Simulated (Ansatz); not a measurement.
CH4F2OSi, SMILES `C[Si](O)(F)F`, relaxed with RKS PBE-D4/def2-SVP in Ansatz from a rough embedded geometry. The force threshold is 0.03 eV/Å; the program also tests the step.

Charge 0, multiplicity 1.

Start:

```xyz
9

C     0.537    0.291   -1.074
Si   -0.157   -0.338    0.433
O    -1.104    0.737    1.214
F    -1.062   -1.637    0.178
F     1.003   -0.800    1.444
H    -0.164    0.616   -1.824
H     1.220    1.175   -0.889
H     1.224   -0.462   -1.559
H    -1.497    0.419    2.078
```

```tsv
step	energy (eV)	largest force (eV/Å)	largest move (Å)
1	-16443.5854	2.230	0.000
2	-16443.7270	0.932	0.037
3	-16443.7711	0.081	0.044
4 (rejected)	-16443.7700	0.441	0.016
5	-16443.7719	0.018	0.008
```

End:

```xyz
9

C     0.576    0.315   -1.093
Si   -0.153   -0.368    0.460
O    -1.097    0.768    1.208
F    -1.039   -1.707    0.163
F     1.023   -0.868    1.476
H    -0.213    0.619   -1.808
H     1.207    1.198   -0.871
H     1.211   -0.452   -1.579
H    -1.515    0.496    2.044
```

Hardware: 4 threads of a server CPU on a shared host. Wall time 4.9 s, peak host memory 0.15 GiB.
